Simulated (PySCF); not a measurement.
CH7BrGeN2, singlet, geometry from GFN2-xTB, atoms displaced at random by about 0.08 Å a coordinate; PBE/STO-3G, gradient by finite differences run with PySCF.

Here is a job for PySCF.
```python
from pyscf import gto, scf, dft

mol = gto.Mole()
mol.atom = '''
    C     1.831480    0.529375   -1.342489
    Ge    0.133810    0.337088   -0.446802
    N    -1.280585    0.060061   -1.713322
    N    -0.181419    1.948427    0.408701
    Br   -0.306819   -1.200769    1.012293
    H     1.971545   -0.467254   -1.900166
    H     2.007370    1.407424   -2.097502
    H     2.636687    0.583020   -0.692825
    H    -2.204109    0.176935   -1.329786
    H    -1.245535    0.822268   -2.368737
    H    -0.737077    2.117701    1.217389
    H     0.151457    2.967455    0.034348
'''
mol.basis = 'sto-3g'
mol.charge = 0
mol.spin = 0
mol.verbose = 4
mol.build()

mf = dft.RKS(mol)
mf.xc = 'pbe'
mf.conv_tol = 1e-11
mf.kernel()
scan, done = mf.as_scanner(), []
scan.scf_summary = {}
def energy(d):
    c = mol.atom_coords()
    c[3, 2] += d
    e = scan(mol.set_geom_(c, unit='Bohr', inplace=False))
    done.append(scan.converged)
    return e
h = 0.2
fd = (energy(h) - energy(-h)) / (2 * h)
print('dE/dx =', fd)
```

What does PySCF print? Leave out banner, timings and long lists.


```
PySCF version 2.14.0

[INPUT] verbose = 4
[INPUT] num. atoms = 12
[INPUT] num. electrons = 94
[INPUT] charge = 0
[INPUT] spin (= nelec alpha-beta = 2S) = 0
[INPUT] symmetry False subgroup None
[INPUT] Mole.unit = angstrom
[INPUT] Symbol           X                Y                Z      unit          X                Y                Z       unit  Magmom
[...]
nuclear repulsion = 708.018106470598
number of shells = 32
number of NR pGTOs = 174
number of NR cGTOs = 58
basis = sto-3g
ecp = {}

******** <class 'pyscf.dft.rks.RKS'> ********
method = RKS
initial guess = minao
damping factor = 0
level_shift factor = 0
DIIS = <class 'pyscf.scf.diis.CDIIS'>
diis_start_cycle = 1
diis_space = 8
diis_damp = 0
SCF conv_tol = 1e-11
SCF conv_tol_grad = None
SCF max_cycles = 50
direct_scf = True
direct_scf_tol = 1e-13
XC library pyscf.dft.libxc version 7.1.2
    S. Lehtola, C. Steigemann, M. J. T. Oliveira, and M. A. L. Marques,  SoftwareX 7, 1–5 (2018)
XC functionals = pbe
    J. P. Perdew, K. Burke, and M. Ernzerhof,  Phys. Rev. Lett. 77, 3865 (1996)
    J. P. Perdew, K. Burke, and M. Ernzerhof,  Phys. Rev. Lett. 78, 1396 (1997)
    J. P. Perdew, K. Burke, and M. Ernzerhof,  Phys. Rev. Lett. 77, 3865 (1996)
    J. P. Perdew, K. Burke, and M. Ernzerhof,  Phys. Rev. Lett. 78, 1396 (1997)
radial grids:
    Treutler-Ahlrichs [JCP 102, 346 (1995); DOI:10.1063/1.469408] (M4) radial grids

becke partition: Becke, JCP 88, 2547 (1988); DOI:10.1063/1.454033
pruning grids: <function nwchem_prune>
grids dens level: 3
symmetrized grids: False
atomic radii adjust function: <function treutler_atomic_radii_adjust>
small_rho_cutoff = 0
Set gradient conv threshold to 3.16228e-06
Initial guess from minao.
tot grids = 151648
init E= -4742.56369330879
[...]
cycle= 1 E= -4747.7223170211  delta_E= -5.16  |g|= 0.774  |ddm|= 4.16
[...]
cycle= 2 E= -4747.686184499  delta_E= 0.0361  |g|= 0.897  |ddm|= 2.75
[...]
cycle= 3 E= -4747.95089993519  delta_E= -0.265  |g|= 0.161  |ddm|= 1.73
[...]
cycle= 4 E= -4747.96204649555  delta_E= -0.0111  |g|= 0.05  |ddm|= 0.467
[...]
cycle= 5 E= -4747.9628467506  delta_E= -0.0008  |g|= 0.0204  |ddm|= 0.115
[...]
cycle= 6 E= -4747.96299346892  delta_E= -0.000147  |g|= 0.00595  |ddm|= 0.0464
[...]
cycle= 7 E= -4747.96300539376  delta_E= -1.19e-05  |g|= 0.00143  |ddm|= 0.0119
[...]
cycle= 8 E= -4747.96300623997  delta_E= -8.46e-07  |g|= 6.26e-05  |ddm|= 0.00334
[...]
cycle= 9 E= -4747.96300624166  delta_E= -1.68e-09  |g|= 1.95e-05  |ddm|= 0.000172
[...]
[...]
converged SCF energy = -4747.96300624177
converged SCF energy = -4747.93574767713
[...]

******** <class 'pyscf.scf.hf.RKS_Scanner'> ********
method = RKS_Scanner
initial guess = minao
damping factor = 0
level_shift factor = 0
DIIS = <class 'pyscf.scf.diis.CDIIS'>
diis_start_cycle = 1
diis_space = 8
diis_damp = 0
SCF conv_tol = 1e-11
SCF conv_tol_grad = None
SCF max_cycles = 50
direct_scf = True
direct_scf_tol = 1e-13
XC library pyscf.dft.libxc version 7.1.2
    S. Lehtola, C. Steigemann, M. J. T. Oliveira, and M. A. L. Marques,  SoftwareX 7, 1–5 (2018)
XC functionals = pbe
    J. P. Perdew, K. Burke, and M. Ernzerhof,  Phys. Rev. Lett. 77, 3865 (1996)
    J. P. Perdew, K. Burke, and M. Ernzerhof,  Phys. Rev. Lett. 78, 1396 (1997)
    J. P. Perdew, K. Burke, and M. Ernzerhof,  Phys. Rev. Lett. 77, 3865 (1996)
    J. P. Perdew, K. Burke, and M. Ernzerhof,  Phys. Rev. Lett. 78, 1396 (1997)
radial grids:
    Treutler-Ahlrichs [JCP 102, 346 (1995); DOI:10.1063/1.469408] (M4) radial grids

becke partition: Becke, JCP 88, 2547 (1988); DOI:10.1063/1.454033
pruning grids: <function nwchem_prune>
grids dens level: 3
symmetrized grids: False
atomic radii adjust function: <function treutler_atomic_radii_adjust>
small_rho_cutoff = 0
Set gradient conv threshold to 3.16228e-06
tot grids = 151648
init E= -4747.96100490444
[...]
cycle= 1 E= -4747.96340234799  delta_E= -0.0024  |g|= 0.0908  |ddm|= 0.713
[...]
cycle= 2 E= -4747.96530830347  delta_E= -0.00191  |g|= 0.081  |ddm|= 0.404
[...]
cycle= 3 E= -4747.9677164543  delta_E= -0.00241  |g|= 0.0287  |ddm|= 0.198
[...]
cycle= 4 E= -4747.96801744265  delta_E= -0.000301  |g|= 0.00557  |ddm|= 0.0607
[...]
cycle= 5 E= -4747.96802871681  delta_E= -1.13e-05  |g|= 0.000696  |ddm|= 0.0118
[...]
cycle= 6 E= -4747.96802891529  delta_E= -1.98e-07  |g|= 0.000178  |ddm|= 0.00175
[...]
cycle= 7 E= -4747.96802892741  delta_E= -1.21e-08  |g|= 4.59e-05  |ddm|= 0.000419
[...]
cycle= 8 E= -4747.96802892813  delta_E= -7.24e-10  |g|= 6.63e-06  |ddm|= 8.08e-05
[...]
cycle= 9 E= -4747.96802892814  delta_E= -1.27e-11  |g|= 2.66e-06  |ddm|= 1.78e-05
[...]
cycle= 10 E= -4747.96802892813  delta_E= 1.09e-11  |g|= 3.16e-07  |ddm|= 4.23e-06
[...]
cycle= 11 E= -4747.96802892815  delta_E= -1.46e-11  |g|= 5.74e-08  |ddm|= 8.28e-07
[...]
cycle= 12 E= -4747.96802892814  delta_E= 7.28e-12  |g|= 5.03e-09  |ddm|= 1.98e-07
[...]
Extra cycle  E= -4747.96802892815  delta_E= -9.09e-12  |g|= 5.62e-09  |ddm|= 2.74e-08
converged SCF energy = -4747.96802892815
dE/dx = 0.0807031275553527
```
